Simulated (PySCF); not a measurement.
C₂H₈O₂Si, SMILES O[Si@H](C)OC. Atoms are numbered in the order given.

```xyz
13

C      1.3277    -0.8288     1.3692
O      1.2756    -0.1107     0.1689
Si    -0.1336     0.3564    -0.5826
C     -1.2696    -1.0818    -0.8913
O     -0.9982     1.4165     0.3690
H      0.7439    -0.3423     2.1717
H      0.9485    -1.8610     1.2522
H      2.3751    -0.8929     1.7024
H      0.3397     1.0128    -1.8319
H     -2.1523    -0.7626    -1.4660
H     -0.7554    -1.8730    -1.4581
H     -1.6261    -1.5104     0.0583
H     -0.5711     2.2572     0.5576
```

Coordinates come from a PBE0-D3(BJ)/def2-SVP optimisation. The structure was generated by enumeration; whether it is a known compound was not checked. One conformer was computed; it need not be the lowest.

All values below come from HF/pcSseg-1 (PySCF).

GIAO shieldings, no solvent; atoms alike by connectivity are averaged. δ = σ(ref) − σ: ¹³C against TMS (σ = 192.6 ppm); ¹⁷O against H2O (σ = 333.0 ppm); ²⁹Si against TMS (σ = 393.8 ppm); ¹H against TMS (σ = 31.99 ppm), references at their B3LYP-D3(BJ)/def2-TZVP geometries, non-relativistic.

Computed chemical shifts:
| nucleus | atoms | count | δ (ppm) |
|---|---|---|---|
| ¹³C | C1 | 1 | 47.5 |
| ¹³C | C4 | 1 | -1.5 |
| ¹⁷O | O5 | 1 | 34.8 |
| ¹⁷O | O2 | 1 | 7.7 |
| ²⁹Si | Si3 | 1 | -16.6 |
| ¹H | H9 | 1 | 4.38 |
| ¹H | H6, H7, H8 | 3 | 3.68 |
| ¹H | H13 | 1 | 1.97 |
| ¹H | H10, H11, H12 | 3 | 0.50 |
